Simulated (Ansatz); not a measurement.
Reactions of `[OH][Ti]([OH])([SeH])[SeH]`.

Gas-phase electronic energies from Ansatz, PBE0-D4/def2-TZVP geometries. CCSD(T)/CBS adds triple-zeta CCSD(T) − MP2 to the extrapolated MP2 energy (def2 sets, frozen cores). This one scheme is used for every species. DFT in def2-TZVPP. def2 core potentials past Kr. For Ga, Ge, Se, Te, Ti outer-core shells are correlated without core-valence functions, which leaves a few kJ/mol of doubt a bond. Scalar relativity is left out up to krypton. One conformer a species, not always the lowest.

```csv
reaction,CCSD(T)/CBS(def2) (kJ/mol)
`[OH][Ti]([OH])([SeH])[SeH]` + `[OH][GeH]([Cl])[Cl]` → `[Cl][GeH]([Cl])[SeH]` + `[OH][Ti]([OH])([OH])[SeH]`,?
`[OH][Ti]([OH])([SeH])[SeH]` + `OB(F)F` → `[OH][Ti]([OH])([OH])[SeH]` + `FB(F)[SeH]`,67
`[OH][Ti]([OH])([SeH])[SeH]` + `N[SiH2]CO` → `N[SiH2]C[SeH]` + `[OH][Ti]([OH])([OH])[SeH]`,?
`[OH][Ti]([OH])([SeH])[SeH]` + `O[SiH2][TeH]` → `[SeH][SiH2][TeH]` + `[OH][Ti]([OH])([OH])[SeH]`,18
`[OH][Ti]([OH])([SeH])[SeH]` + silanol → `[SiH3][SeH]` + `[OH][Ti]([OH])([OH])[SeH]`,15
`[OH][Ti]([OH])([SeH])[SeH]` + `OC[SiH2]S` → `S[SiH2]C[SeH]` + `[OH][Ti]([OH])([OH])[SeH]`,-72
`[OH][Ti]([OH])([SeH])[SeH]` + `[CH3][Ga]([CH3])[OH]` → `[CH3][Ga]([CH3])[SeH]` + `[OH][Ti]([OH])([OH])[SeH]`,-55
```

(1) Fill in the missing values. (Best estimate.)

Largest T1 diagnostic: 0.023, for `[OH][Ti]([OH])([OH])[SeH]`.

Answers

(1) Ansatz gave: `[OH][Ti]([OH])([SeH])[SeH]` + `[OH][GeH]([Cl])[Cl]` → `[Cl][GeH]([Cl])[SeH]` + `[OH][Ti]([OH])([OH])[SeH]`: -27.8 kJ/mol; `[OH][Ti]([OH])([SeH])[SeH]` + `N[SiH2]CO` → `N[SiH2]C[SeH]` + `[OH][Ti]([OH])([OH])[SeH]`: -79.2 kJ/mol.
